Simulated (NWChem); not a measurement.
System: C3H7BO; SMILES CB(C)C=O

```xyz
12

C      1.3895    -1.1690    -0.0358
B     -0.0074    -0.4736     0.1458
C     -1.3781    -1.2021    -0.0931
C     -0.0198     1.0794     0.4703
O     -0.0155     1.8194    -0.5123
H      2.1665    -0.8411     0.6850
H      1.3480    -2.2756    -0.0714
H      1.7494    -0.8241    -1.0349
H     -2.1634    -0.5426    -0.5143
H     -1.3005    -2.1302    -0.6941
H     -1.7467    -1.5055     0.9168
H     -0.0128     1.5274     1.5200
```
Atoms are numbered in this order, from 1.

Program: NWChem. Pople sets run with spherical d functions. Structure relaxed at the PBE-D3(BJ)/def2-SVP level. Atomic charges in e: unrestrained fits to the electrostatic potential beside Mulliken populations; buried atoms are poorly determined by the fit.

For level B3LYP/def2-SVP:

```
Property     Value
-----------  -----
ESP C1       -0.22
Mulliken C1  -0.02
ESP B2        0.24
Mulliken B2  -0.19
ESP C3       -0.22
Mulliken C3  -0.02
Mulliken C4   0.24
Mulliken O5  -0.26
```

### Question
Estimate the same quantities for level Hartree-Fock/6-31G*.

### Answer
The ESP C1 comes out as -0.38. The Mulliken C1 comes out as -0.73 and the ESP B2 is 0.49. The Mulliken B2 is 0.62, the ESP C3 is -0.37 and the Mulliken C3 is -0.73. The Mulliken C4 comes out as 0.14 and the Mulliken O5 is -0.53.
